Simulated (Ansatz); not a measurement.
ClFGeH3Si, SMILES `F[Si](Cl)[GeH3]` radical, charge 0, multiplicity 2.

(1) Give a relaxed structure at PBE0-D4/def2-TZVP (the Gaussian-basis code of Ansatz). (An estimate is asked.)

Answers

(1) Computed: 
Cartesian coordinates in Å:
```
F -2.316 -0.646 0.265
Si -1.174 0.368 0.752
Cl -0.642 -0.214 2.654
Ge 0.734 0.146 -0.694
H 1.820 1.097 -0.174
H 0.327 0.551 -2.118
H 1.251 -1.302 -0.684
```
